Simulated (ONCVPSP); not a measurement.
# What the settings do to the ONCV potential of Cl (Z = 17)

Base potential:

```
Element                 : Cl
Generator               : ONCVPSP 4.0.1
Type                    : optimised norm-conserving Vanderbilt (ONCV)
Functional              : PBE
Relativity              : non-relativistic
Frozen core             : [Ne]
Valence charge          : 7
Reference configuration : 3s2 3p5
Partial waves           : 3s: rc 1.10 bohr, ncon 3, nbas 7, qcut 6.4 1/bohr, 1 projector; 3p: rc 1.20 bohr, ncon 3, nbas 6, qcut 6.2 1/bohr, 2 projectors, debl 1.7 Ha
Local potential         : polynomial inside 1.00 bohr (lpopt 5, dvloc0 -1 Ha)
Core correction         : Teter function, fcfact 5, rcfact 1.45
```

Cutoffs, loose and tight: the cutoffs (Ha) at which the residual kinetic energy of the hardest occupied pseudo-wave falls to 1 and 0.1 mHa per electron. They do not see the model core or the augmentation charge, which bear on the density cutoff. Test errors are all-electron minus pseudo excitation energies from the reference, over the configurations 3s2 3p4; 3s2 3p3; 3s2 3p2; 3s2 3p4.5. A dash means not determined; rows that change the core or the reference have their own tests.

For the base: The cutoffs count occupied waves only; projector 2 of the p channel, the hardest unoccupied one, needs 40 Ha at the loose tolerance.

```csv
change,outcome,"cutoff, loose","cutoff, tight",bound ghosts,GHOST(+) flags above zero,largest test error (meV)
base,generated,16 Ha,26 Ha,none,s,+80
reference 3s2 3p4,generated,16 Ha,27 Ha,none,s,+150
"local potential polynomial inside 1.00 bohr (lpopt 5, dvloc0 -2.5 Ha)",generated,16 Ha,26 Ha,none,s,+85
s: qcut 8.7; p: qcut 8.5,generated,18 Ha,33 Ha,none,s,+82
```

Question: What comes out with this change to the base: p: ncon 4, nbas 7?

Answer: outcome: generated; cutoff, loose: 16 Ha; cutoff, tight: 33 Ha; bound ghosts: none; GHOST(+) flags above zero: s, p; largest test error (meV): +79.

Question: What comes out with this change to the base: p: qcut 5.5?

Answer: outcome: generated; cutoff, loose: 16 Ha; cutoff, tight: 27 Ha; bound ghosts: none; GHOST(+) flags above zero: s; largest test error (meV): +80.

Question: What comes out with this change to the base: s: rc 1.16?

Answer: outcome: generated; cutoff, loose: 16 Ha; cutoff, tight: 20 Ha; bound ghosts: none; GHOST(+) flags above zero: s; largest test error (meV): +78.
